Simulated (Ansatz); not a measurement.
Ge(OH)2H2 (GeO2H4). The state is a triplet with charge 0. Geometry r2SCAN-D4/def2-TZVP, that of the neutral singlet.

```tsv
atom	x (Å)	y (Å)	z (Å)
Ge1	-0.156	-0.468	-0.041
O2	-1.131	0.947	0.426
H3	-0.908	1.273	1.303
O4	1.073	0.019	-1.225
H5	1.671	0.693	-0.882
H6	-1.055	-1.427	-0.810
H7	0.506	-1.036	1.229
```

At PBE0-D4/def2-TZVP a singlet of charge 0 lies 6.90 eV below the triplet at the same geometry.

Estimate the α-spin orbital energies around the gap (eV) in Ansatz with PBE-D4/def2-TZVP, r2SCAN-D4/def2-TZVP, PBE0-D4/def2-TZVP.


```tsv
orbital	PBE-D4/def2-TZVP	r2SCAN-D4/def2-TZVP	PBE0-D4/def2-TZVP
HOMO−5	-10.57	-11.25	-13.43
HOMO−4	-9.87	-10.63	-12.63
HOMO−3	-9.73	-10.33	-11.15
HOMO−2	-8.94	-9.37	-10.14
HOMO−1	-8.67	-9.10	-9.87
HOMO	-1.51	-1.62	-2.28
LUMO	-0.95	-0.73	-0.05
LUMO+1	-0.27	0.20	0.74
LUMO+2	0.78	0.90	1.31
LUMO+3	0.96	1.25	1.97
LUMO+4	1.26	1.56	2.26
LUMO+5	4.05	4.83	4.97
β HOMO	-8.09	-8.36	-9.35
β LUMO	-7.74	-7.73	-6.91
```
